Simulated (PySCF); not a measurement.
## Calculated NMR parameters of 1,1-difluorocyclohexane ax

```
Formula                               : C6H10F2
SMILES                                : FC1(F)CCCCC1
InChI                                 : InChI=1S/C6H10F2/c7-6(8)4-2-1-3-5-6/h1-5H2
Point group of the computed structure : Cs
Degrees of unsaturation               : 1
Carbon signals                        : 4
Proton signals                        : 3
```

Molfile (atoms numbered from 1):
```
C6H10F2
     RDKit          3D

 18 18  0  0  0  0  0  0  0  0999 V2000
   -1.4233   -0.7982    1.3305 F   0  0  0  0  0  0  0  0  0  0  0  0
   -1.2527   -0.9877   -0.0136 C   0  0  0  0  0  0  0  0  0  0  0  0
   -2.0278   -2.0543   -0.3474 F   0  0  0  0  0  0  0  0  0  0  0  0
   -1.7386    0.2468   -0.7415 C   0  0  0  0  0  0  0  0  0  0  0  0
   -0.8389    1.4440   -0.4523 C   0  0  0  0  0  0  0  0  0  0  0  0
    0.6234    1.1275   -0.7523 C   0  0  0  0  0  0  0  0  0  0  0  0
    1.0921   -0.1071    0.0121 C   0  0  0  0  0  0  0  0  0  0  0  0
    0.2018   -1.3114   -0.2758 C   0  0  0  0  0  0  0  0  0  0  0  0
   -1.7463    0.0157   -1.8190 H   0  0  0  0  0  0  0  0  0  0  0  0
   -2.7797    0.4322   -0.4360 H   0  0  0  0  0  0  0  0  0  0  0  0
   -1.1773    2.3154   -1.0339 H   0  0  0  0  0  0  0  0  0  0  0  0
   -0.9428    1.7162    0.6117 H   0  0  0  0  0  0  0  0  0  0  0  0
    1.2584    1.9925   -0.5033 H   0  0  0  0  0  0  0  0  0  0  0  0
    0.7450    0.9539   -1.8373 H   0  0  0  0  0  0  0  0  0  0  0  0
    1.0660    0.1016    1.0950 H   0  0  0  0  0  0  0  0  0  0  0  0
    2.1375   -0.3470   -0.2365 H   0  0  0  0  0  0  0  0  0  0  0  0
    0.2883   -1.6177   -1.3308 H   0  0  0  0  0  0  0  0  0  0  0  0
    0.4718   -2.1800    0.3440 H   0  0  0  0  0  0  0  0  0  0  0  0
  1  2  1  0
  2  3  1  0
  2  4  1  0
  4  5  1  0
  5  6  1  0
  6  7  1  0
  7  8  1  0
  8  2  1  0
  4  9  1  0
  4 10  1  0
  5 11  1  0
  5 12  1  0
  6 13  1  0
  6 14  1  0
  7 15  1  0
  7 16  1  0
  8 17  1  0
  8 18  1  0
M  END
```

Non-relativistic Hamiltonian, gas phase, equivalent nuclei averaged, one computed conformer. Shieldings: GIAO B3LYP/pcSseg-1; PBE0-D3(BJ)/def2-SVP geometry; J: B3LYP/pcJ-1 (spin–dipole term only in couplings to heteroatoms); PySCF.

References, each an isolated molecule treated in the same way: 1H (31.38 ppm), 13C (179.24 ppm) vs TMS; 19F (171.94 ppm) against CFCl3.

| carbon | δC, type | δH (multiplicity, J in Hz) | HMBC from (abs. J ≥ 3 Hz) | span of the C tensor (ppm) |
| --- | --- | --- | --- | --- |
| C2 | 125.8, C | – | H9/H10/H17/H18, H11/H12/H15/H16 | 40 |
| C4/C8 | 38.1, CH2 | 1.68 (m) | H11/H12/H15/H16, H13/H14 | 22 |
| C5/C7 | 26.5, CH2 | 1.56 (m) | H9/H10/H17/H18, H11/H12/H15/H16, H13/H14 | 16 |
| C6 | 28.5, CH2 | 1.31 (m) | H9/H10/H17/H18, H11/H12/H15/H16 | 7 |

Other nuclei:
```json
{"atoms": "F1/F3", "nucleus": "19F", "environment": "fluorine of a CF2 group", "δ (ppm)": "-119.7", "σ (ppm)": "291.7"}
```

Selected couplings (Hz, signed; the shortest-range and largest first, 30 at most; isotopes 19F, 13C, 1H): 1J(F1,C2) -295.2, 1J(C4,H9) 134.6, 1J(C5,H11) 134.4, 1J(C6,H13) 132.0, 1J(C2,C4) 46.2, 1J(C5,C6) 34.3, 1J(C4,C5) 34.2, 2J(F1,C4) 24.4, 2J(C4,C6) -1.6, 3J(F1,H9) 19.4, 3J(H9,H12) 9.3, 3J(H11,H13) 9.1, 3J(F1,H10) 7.1, 3J(H9,H11) 4.9, 3J(H11,H14) 4.1, 3J(F1,C5) 3.9, 3J(C2,C6) 2.5, 3J(C4,C7) 1.3, 4J(F1,H12) 2.3.

1. Carbon types of the structure: 1 × C, 5 × CH2, which accounts for all hydrogens.
2. δC 125.8: fully substituted sp3 carbon bonded to 2 F; 2 electronegative neighbours deshield it.
3. δC 38.1, 28.5, 26.5: sp3 CH2 in a ring; saturated and bonded to C and H only.
4. δH 1.68, 1.56, 1.31: hydrogen on an sp3 CH2 in a ring.

C–F couplings over four or more bonds (about 3 Hz to the para carbon of a fluoroarene) are left out. Common functionals overestimate the size of one-bond C–F couplings by tens of Hz; these are unscaled. Splittings below 1 Hz are ignored in the labels, and close J values are merged. Couplings among chemically equivalent protons are left out too, so labels in AA′BB′ or AA′XX′ sets are apparent multiplicities. Unscaled 3J(H,H) at this level run about 10 % above measured values. Shifts are as computed. Against solution values, carbons near 30 ppm lie about +2 ppm off and those near 130 ppm about +6 ppm. Of 1211 compounds with measured shifts, 218 miss one by over three times the rms of a fit or turn the order of signals round; such compounds aren't used in these exercises. Unscaled 19F shifts against computed CFCl3 carry errors that often reach 10 to 50 ppm.
